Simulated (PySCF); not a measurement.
Species: CH₅BClN.
Atom-mapped SMILES: `[CH3:1][NH:2][BH:3][Cl:4]` (hydrogens: H5, H6, H7 on C1; H8 on N2; H9 on B3)

Torsions of this conformer, `[CH3:1][NH:2][BH:3][Cl:4]`: C1–N2–B3–Cl4 180°.

The closed-shell ground state was solved at several levels (PySCF, density fitting, gas phase, non-relativistic). The structure is a single GFN2-xTB conformer in the gas phase; no vibrational or solvent corrections.

```
              level  basis functions  total energy (Eh)  HOMO (eV)  LUMO (eV)  gap (eV)  dipole (D)
      PBE0/pcSseg-1              100          -580.6610      -7.76       0.45      8.21        3.00
CAM-B3LYP/def2-SVPD              127          -580.7245      -9.16       1.05     10.21        2.80
```

Problem. What might PBE0/def2-SVPD (127 basis functions) give for the same quantities?

Solution. Total energy -580.4783 Eh, HOMO -7.80 eV, LUMO 0.22 eV, gap 8.02 eV, dipole 2.81 D.

Problem. Over all these levels, which gives the widest orbital gap and which the narrowest?

Solution. CAM-B3LYP/def2-SVPD (range-separated hybrid) has the widest, 10.21 eV, and PBE0/def2-SVPD (global hybrid, 25 % exact exchange) the narrowest, 8.02 eV. The two share the basis. From the narrowest to the widest the HOMO moves by -1.36 eV and the LUMO by +0.83 eV.

Problem. How far do the dipole and the HOMO energy spread over the levels?

Solution. The dipole runs from 2.80 to 3.00 D (mean 2.87 D) and the HOMO from -9.16 to -7.76 eV.
